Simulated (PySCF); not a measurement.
CuHO, SMILES [OH][Cu], multiplicity 1.

Geometry: r2SCAN-D4/def2-TZVP. The multiplicity is an assumed one; other spin states were not compared.

Method: PBE/def2-TZVPD (PySCF).

Isolated molecule, no solvent.

**Question.** Estimate the frontier levels, gap, dipole moment and polarisability. (An estimate is asked for; the answer gives what the named calculation found.)

**Answer.** 
```json
{
 "highest_occupied_level": "-5.32 eV",
 "lowest_empty_level": "-3.62 eV",
 "orbital_gap": "1.70 eV",
 "dipole_moment": "3.31 D",
 "quadrupole, principal values (traceless, Buckingham form, about the centre of nuclear charge)": "-3.06, -2.17, 5.23 D·Å",
 "mean_static_polarisability": "35.6 bohr³ (5.27 Å³)",
 "polarisability_principal_values": "31.1, 32.8, 42.9 bohr³"
}
```
